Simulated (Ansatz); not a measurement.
```json
{"atom": "S", "x (Å)": "0.1737", "y (Å)": "-0.0333", "z (Å)": "-0.3202"}
{"atom": "S", "x (Å)": "-0.4578", "y (Å)": "0.9897", "z (Å)": "1.6171"}
```

Basis set: STO-3G (spherical functions). Frozen core: 10 orbitals. Charge 0, multiplicity 1.

Computed with Ansatz (development build ahead of 0.2.0); the reference of a correlated method needn't be the lowest determinant of its kind. Restricted open shells among the atoms or ions are ROHF, correlated in semicanonical orbitals with singles.

Give the atomization energy at this shape (free ground-state atoms in the same class of orbitals less the molecule, no zero-point energy) of singlet S2 by RHF-CCSD(T), RHF-CCSD.

```tsv
method	atomization energy
RHF-CCSD(T)	47.92 kcal/mol
RHF-CCSD	47.02 kcal/mol
```

Caution: another spin multiplicity may lie lower; large amplitudes, a single reference is doubtful; no unrestricted run beside it, a lower state can exist; the program doubts this total; the reference determinant was not shown to be the lowest.

This basis has no polarisation functions and is too small for such energies, which can lie far from measured ones in either direction.
